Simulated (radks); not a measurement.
Isoelectronic series with 9 electrons, each ion in its NIST ground configuration. Calculated with a radial shooting solver on a logarithmic mesh with Libxc functionals: scalar-relativistic Kohn-Sham, r2SCAN, spin-polarised, spherical densities, finite nucleus; open shells are filled with parallel spins first (spin-orbit coupling, left out, can overturn this in heavy ions); meta-GGA in the generalised Kohn-Sham scheme; Fermi nuclear charge, rms radius of each element as measured or else 0.836 A^(1/3) + 0.57 fm. Total energies (hartree) and orbital eigenvalues (hartree):

\begin{tabular}{lrrrrrr}
ion & configuration & E (hartree) & 2p down & 2p up & 2s down & 2s up \\ \hline
F & [He] 2s2 2p5 & -99.79737 & -0.38062 & -0.46194 & -1.11636 & -1.19694 \\
Mg3+ & [He] 2s2 2p5 & -196.55071 & -3.50686 & -3.64441 & -4.78643 & -4.90739 \\
P6+ & [He] 2s2 2p5 & -327.43680 & -8.94661 & -9.14099 & -10.78999 & -10.95273 \\
Ar9+ & [He] 2s2 2p5 & -492.57783 & -16.66405 & -16.91569 & -19.09560 & -19.29979 \\
Sc12+ & [He] 2s2 2p5 & -692.18412 & -26.65677 & -26.96589 & -29.71129 & -29.95686 \\
Cr15+ & [He] 2s2 2p5 & -926.52389 & -38.93006 & -39.29679 & -42.65627 & -42.94336 \\
Co18+ & [He] 2s2 2p5 & -1195.91852 & -53.49299 & -53.91750 & -57.95666 & -58.28553 \\
Zn21+ & [He] 2s2 2p5 & -1500.74283 & -70.35737 & -70.83980 & -75.64439 & -76.01539 \\
As24+ & [He] 2s2 2p5 & -1841.42651 & -89.53729 & -90.07782 & -95.75702 & -96.17057 \\
Kr27+ & [He] 2s2 2p5 & -2218.45792 & -111.0490 & -111.6478 & -118.3380 & -118.7945 \\
Mo33+ & [He] 2s2 2p5 & -3083.82235 & -161.1428 & -161.8588 & -171.1091 & -171.6535 \\
\end{tabular}
